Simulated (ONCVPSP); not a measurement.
Ge (Z = 32), ONCV: configuration errors across variants

* Element: germanium (Ge)
* Generator: ONCVPSP 4.0.1
* Type: optimised norm-conserving Vanderbilt (ONCV)
* Functional: PBE
* Relativity: scalar-relativistic
* Frozen core: [Ar] 3d10
* Valence charge: 4
* Reference configuration: 4s2 4p2
* Partial waves: 4s: rc 1.55 bohr, ncon 4, nbas 7, qcut 4 1/bohr, 2 projectors, debl 1.7 Ha; 4p: rc 1.65 bohr, ncon 3, nbas 6, qcut 5.7 1/bohr, 3 projectors, debl 1 Ha; d scattering state at 0.07 Ha: rc 1.65 bohr, ncon 3, nbas 7, qcut 6.5 1/bohr, 2 projectors, debl 2.6 Ha
* Local potential: polynomial inside 1.05 bohr (lpopt 5, dvloc0 0 Ha)
* Core correction: none

All-electron excitation energies from the reference (eV): (1) 4s2 4p1 7.444; (2) 4s2 4p0 22.884; (3) 4s1 4p0 57.675; (4) 4s1 4p3 7.972.

A true bound ghost makes a file unfit for plane-wave use even where its test errors are small: the radial tests pick states by their node count and pass the ghost by.

Errors AE − PS in meV (a dash: test not solved or not reliable):

```tsv
change	(1)	(2)	(3)	(4)	bound ghosts	GHOST(+) flags above zero
base	-3.8	-10	+75	+10	p, d	s, p
s: qcut 3.5	-3.7	-9.9	+74	+9.3	p, d	s, p
d: nbas 8	-3.8	-10	+75	+10	p, d	s, p
d: nproj 3	-3.8	-10	+75	+10	p, d	s, p
s: rc 1.76	-3.7	-9.9	+74	+9.6	p, d	s, p
s: qcut 3.8; p: qcut 5.4; d: qcut 6.1	-3.7	-10	+75	+9.7	p, d	s, p
```

Question: Give the same row for: s: debl 5.15.

Answer: -3.6, -9.2, +76, +10; bound ghosts: p, d; GHOST(+) flags above zero: s, p.
